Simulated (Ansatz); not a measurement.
Basis-set series for `Cl[SiH2][S][GeH3]`. Charge 0, multiplicity 1. Geometry: relaxed with PBE0-D4/def2-TZVP. It is one conformer, not always the lowest.

```
functional       basis  functions  energy (Eh)  HOMO (eV)  LUMO (eV)
   PBE0-D4    def2-SVP        111  -3226.68770      -7.53      -0.19
   PBE0-D4  def2-TZVPP        244  -3227.35522      -7.59      -0.41
   ωB97M-V    def2-SVP        111  -3227.16489      -9.63       1.77
   ωB97M-V  def2-TZVPP        244  -3227.83004      -9.74       1.43
```

Question: Give the rows for def2-QZVPP. (Estimate.)

Answer: Computed: 
| functional | basis | functions | energy (Eh) | HOMO (eV) | LUMO (eV) |
| --- | --- | --- | --- | --- | --- |
| PBE0-D4 | def2-QZVPP | 449 | -3227.43584 | -7.61 | -0.59 |
| ωB97M-V | def2-QZVPP | 449 | -3227.90777 | -9.77 | 1.00 |

Positive LUMOs are unbound and depend on the basis. Scalar relativity is left out up to krypton.
